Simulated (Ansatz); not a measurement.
Ansatz (a program for electronic structure) input (CCSD(T)/def2-SVPD):

Ansatz 0.2 input:
```yaml
crystal:
  periodic: [false, false, false]
  atoms:
    - {symbol: Mg, position_ang: [0.00000000, 0.00000000, 0.00000000]}
    - {symbol: F, position_ang: [-0.00000000, -0.00000000, -1.83561566]}
    - {symbol: F, position_ang: [0.00000000, 0.00000000, 1.83561566]}
basis:
  gaussian:
    orbitals: def2-SVPD
total_charge: 1
magnetization: {spin_polarized: true, initial_magnetization: 1}
correlation: {method: ccsd_t, electrons: outside_noble_gas}
output: {forces: true}
```

Output:

```
Functional definition: HF
integrals: 0.06 GiB planned
607 factors; integrals over basis functions are off by at most 4.2e-4 eV
mean field: 0.17 GiB planned
mean field evaluation 1: about -10822.7654 eV, gradient 3.8e1 eV
mean field evaluation 2: about -10822.8116 eV, gradient 3.8e1 eV
mean field evaluation 4: about -10827.6488 eV, gradient 1.6e0 eV
mean field evaluation 8: about -10827.7113 eV, gradient 1.8e-1 eV
mean field evaluation 16: about -10827.7121 eV, gradient 1.1e-3 eV
mean field evaluation 32: about -10826.0959 eV, gradient 2.3e1 eV
mean field evaluation 64: about -10827.7121 eV, gradient 1.0e-6 eV
mean field evaluation 96: about -10824.8491 eV, gradient 1.0e-6 eV
mean field evaluation 128: about -10825.8131 eV, gradient 1.9e1 eV
mean field evaluation 160: about -10829.0071 eV, gradient 5.0e0 eV
mean field evaluation 192: about -10828.7172 eV, gradient 7.9e0 eV
mean field evaluation 224: about -10829.0442 eV, gradient 2.9e-1 eV
mean field evaluation 256: about -10828.3130 eV, gradient 1.9e-2 eV
mean field evaluation 288: about -10823.2788 eV, gradient 6.2e0 eV
mean field evaluation 320: about -10823.4330 eV, gradient 1.1e-2 eV
mean field evaluation 352: about -10823.4443 eV, gradient 3.2e0 eV
mean field evaluation 384: about -10823.7256 eV, gradient 5.9e0 eV
mean field evaluation 416: about -10824.9188 eV, gradient 1.1e-2 eV
mean field evaluation 448: about -10824.8487 eV, gradient 3.1e-1 eV
mean field evaluation 480: about -10823.7056 eV, gradient 2.0e1 eV
mean field evaluation 512: about -10824.2510 eV, gradient 9.7e0 eV
mean field evaluation 544: about -10820.6198 eV, gradient 1.8e1 eV
mean field evaluation 576: about -10827.7121 eV, gradient 5.6e-4 eV
mean field evaluation 608: about -10827.4283 eV, gradient 6.4e-2 eV
mean field evaluation 640: about -10821.9618 eV, gradient 5.3e0 eV
mean field evaluation 672: about -10821.3983 eV, gradient 1.3e0 eV
mean field evaluation 704: about -10827.5024 eV, gradient 1.3e-3 eV
mean field evaluation 736: about -10827.4972 eV, gradient 7.0e-1 eV
mean field evaluation 768: about -10826.5110 eV, gradient 1.7e-2 eV
mean field evaluation 800: about -10827.7121 eV, gradient 2.8e-3 eV
mean field evaluation 832: about -10824.8488 eV, gradient 1.5e-1 eV
mean field evaluation 864: about -10824.6306 eV, gradient 7.8e0 eV
mean field evaluation 896: about -10829.0799 eV, gradient 1.7e-1 eV
mean field evaluation 928: about -10829.0804 eV, gradient 7.9e-3 eV
mean field evaluation 960: about -10824.9178 eV, gradient 4.0e-1 eV
mean field evaluation 992: about -10823.8043 eV, gradient 1.7e1 eV
mean field evaluation 1024: about -10823.4330 eV, gradient 1.1e-4 eV
mean field evaluation 1056: about -10822.9298 eV, gradient 4.3e0 eV
mean field -10829.08041765 eV, -397.9613651344 hartree, gradient 2.4e-6 eV, S^2 0.753504; 18 other end points of the search recorded, 0 dependent functions left out
determinant -10829.08041765 eV, -397.9613651344 hartree, with singles and doubles -10839.35582182 eV, -398.3389792728 hartree
determinant -10828.31304932 eV, -397.9331648684 hartree, with singles and doubles -10838.62946616 eV, -398.3122861945 hartree
determinant -10827.71208791 eV, -397.9110799438 hartree, with singles and doubles -10839.20937081 eV, -398.3335972971 hartree
determinant -10827.50235868 eV, -397.9033725369 hartree, with singles and doubles -10839.11340476 eV, -398.3300706099 hartree
determinant -10827.42835478 eV, -397.9006529437 hartree, with singles and doubles -10838.71698939 eV, -398.3155026138 hartree
determinant -10826.51096401 eV, -397.8669394548 hartree, with singles and doubles -10838.13207921 eV, -398.2940075611 hartree
determinant -10824.84909364 eV, -397.8058668451 hartree, with singles and doubles -10833.60482076 eV, -398.1276338819 hartree
determinant -10829.08041765 eV, -397.9613651344 hartree, with singles and doubles -10839.38537039 eV, -398.3400651624 hartree
determinant -10828.31304932 eV, -397.9331648684 hartree, with singles and doubles -10838.65890662 eV, -398.3133681113 hartree
determinant -10827.71208791 eV, -397.9110799438 hartree, with singles and doubles -10839.23248274 eV, -398.3344466449 hartree
determinant -10829.08041765 eV, -397.9613651344 hartree, with singles and doubles -10839.38587302 eV, -398.3400836340 hartree
determinant -10827.71208791 eV, -397.9110799438 hartree, with singles and doubles -10839.24278418 eV, -398.3348252159 hartree
determinant -10827.50235868 eV, -397.9033725369 hartree, with singles and doubles -10839.12526714 eV, -398.3305065443 hartree
7 core orbitals not correlated
reference -10829.08041765 eV, -397.9613651344 hartree; 8, 7 occupied and 52, 53 virtual orbitals, 607 factors
densities: 0.32 GiB planned
second order -9.99999233 eV of doubles, -0.00000000 eV of singles
coupled cluster: 0.25 GiB planned
cycle   1  -10.30545191 eV  change    3.5e-6 eV  update   3.4e-6
cycle   2  -10.30545251 eV  change   -6.0e-7 eV  update   2.3e-6
cycle   3  -10.30545293 eV  change   -4.3e-7 eV  update   1.7e-6
cycle   4  -10.30545318 eV  change   -2.5e-7 eV  update   5.0e-7
cycle   5  -10.30545326 eV  change   -8.3e-8 eV  update   2.7e-7
perturbative correction -0.18632173 eV, -0.0068471972 hartree
the calculation of the forces begins
WARN: the results are in doubt because the forces break the atoms' symmetry
Total energy: -10839.57219264 eV, -398.3469307537 hartree
Atom 0 at     0.000000     0.000000     0.000000 Å, force     0.000000     0.000000     4.810581 eV/Å
Atom 1 at    -0.000000    -0.000000    -1.835616 Å, force    -0.000000    -0.000000    -2.905019 eV/Å
Atom 2 at     0.000000     0.000000     1.835616 Å, force    -0.000000     0.000000    -1.905562 eV/Å
Dipole moment:    -0.000000    -0.000000    -1.497916 e Å
In doubt: the forces break the atoms' symmetry
```

The program attaches cautions to this result: asymmetric forces.
